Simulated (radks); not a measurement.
Valence configurations of the rhodium ion Rh+ (all share [Kr]). Calculated with a radial shooting solver on a logarithmic mesh with Libxc functionals: scalar-relativistic Kohn-Sham, PBEsol, spin-polarised, spherical densities, point nucleus; open shells are filled with parallel spins first (spin-orbit coupling, left out, can overturn this in heavy ions). Order these by energy: 4d6 5s1 5p1; 4d7 5s1; 4d6 5s2; 4d6 5p2; 4d5.5 5s2 5p0.5; 4d5.5 5s1 5p1.5; 4d4.5 5s2 5p1.5; 4d7 5p1; 4d7.5 5s0.5; 4d8.

Answer. From the lowest, in eV above it: 4d8 0.000; 4d7.5 5s0.5 0.972; 4d7 5s1 2.084; 4d6 5s2 6.924; 4d7 5p1 7.403; 4d6 5s1 5p1 10.719; 4d5.5 5s2 5p0.5 12.192; 4d5.5 5s1 5p1.5 15.790; 4d6 5p2 16.643; 4d4.5 5s2 5p1.5 26.436. NIST lists [Kr] 4d8 as the ground configuration; this level of theory agrees among the configurations tried. The energies are those of spherical high-spin densities, not of single terms.
